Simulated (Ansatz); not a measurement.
The same atomization along the group Cu, Ag, Au.

Gas-phase electronic energies from Ansatz, PBE0-D4/def2-TZVP geometries. CCSD(T)/CBS adds triple-zeta CCSD(T) − MP2 to the extrapolated MP2 energy (def2 sets, frozen cores). This one scheme is used for every species, atoms too. Functionals use def2-TZVPP. No spin–orbit coupling; open shells (•) take unrestricted orbitals. Spin–orbit coupling would lower the free atoms: a little for O; clearly for Br. Elements past krypton have def2 core potentials. For Ag, Au, Br, Cu outer-core shells are correlated without core-valence functions, so the limit isn't a true one: a few kJ/mol of doubt a bond, and 10 to 20 or more in all where bonds break to atoms. Scalar relativity is left out up to krypton. One conformer a species, not always the lowest.

| reaction | CCSD(T)/def2-SVP (eV) | revPBE-D4 (eV) | HF/CBS(def2) (eV) |
| --- | --- | --- | --- |
| `[OH2+][Cu-][Br]` → Cu• + Br• + 2 H• + O• | 13.79 | 14.22 | 9.81 |
| `[OH2+][Ag-][Br]` → Ag• + Br• + 2 H• + O• | 13.00 | 13.40 | 9.25 |
| `[OH2+][Au-][Br]` → Au• + Br• + 2 H• + O• | 12.81 | 13.51 | 9.01 |

Question: Give the CCSD(T)/CBS values in the same order. (An estimate is asked.)

Answer: Computed: 14.90, 14.05, 14.23 eV.

Largest T1 diagnostic: 0.022, for Cu•.

For atomizations the MP2-based limit and the directly extrapolated one differ by several kJ/mol either way, and by 10 to 25 for some Ge, Se and Sn compounds, so smaller differences from it don't rank the levels.
